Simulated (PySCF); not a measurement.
C5H12Si. Atoms are numbered in the order given.

```xyz
18

C      0.1492    -2.5162     0.0000
C      0.8291    -1.3517     0.0000
Si     0.0085     0.3555     0.0000
C      1.3607     1.6796     0.0000
C     -1.0752     0.5294     1.5446
C     -1.0752     0.5294    -1.5446
H      0.6521    -3.4995     0.0000
H     -0.9560    -2.5469     0.0000
H      1.9353    -1.4088     0.0000
H      0.9232     2.6991     0.0000
H      2.0081     1.5892    -0.8966
H      2.0081     1.5892     0.8966
H     -0.4686     0.4439     2.4690
H     -1.5940     1.5103     1.5618
H     -1.8482    -0.2659     1.5743
H     -0.4686     0.4439    -2.4690
H     -1.8482    -0.2659    -1.5743
H     -1.5940     1.5103    -1.5618
```

Geometry optimised at PBE-D3(BJ)/def2-SVP. A frequency run showed that this geometry is not a minimum. The isomer is the one that the SMILES or the coordinates give; other isomers of the formula were not compared. Other conformers were not sampled.

Calculation: HF/pcSseg-1 (PySCF).

GIAO shieldings, no solvent; atoms listed in one row are averaged. δ = σ(ref) − σ: ¹³C against TMS (σ = 192.6 ppm); ²⁹Si against TMS (σ = 393.8 ppm); ¹H against TMS (σ = 31.99 ppm), references at their B3LYP-D3(BJ)/def2-TZVP geometries, non-relativistic.

Computed chemical shifts:
```json
[
 {"nucleus": "¹³C", "atoms": "C2", "count": "1", "δ (ppm)": "151.2"},
 {"nucleus": "¹³C", "atoms": "C1", "count": "1", "δ (ppm)": "147.6"},
 {"nucleus": "¹³C", "atoms": "C5, C6", "count": "2", "δ (ppm)": "4.4"},
 {"nucleus": "¹³C", "atoms": "C4", "count": "1", "δ (ppm)": "2.4"},
 {"nucleus": "²⁹Si", "atoms": "Si3", "count": "1", "δ (ppm)": "-7.3"},
 {"nucleus": "¹H", "atoms": "H7", "count": "1", "δ (ppm)": "6.82"},
 {"nucleus": "¹H", "atoms": "H9", "count": "1", "δ (ppm)": "6.74"},
 {"nucleus": "¹H", "atoms": "H8", "count": "1", "δ (ppm)": "6.42"},
 {"nucleus": "¹H", "atoms": "H10, H11, H12, H13, H14, H15, H16, H17, H18", "count": "9", "δ (ppm)": "0.65"}
]
```
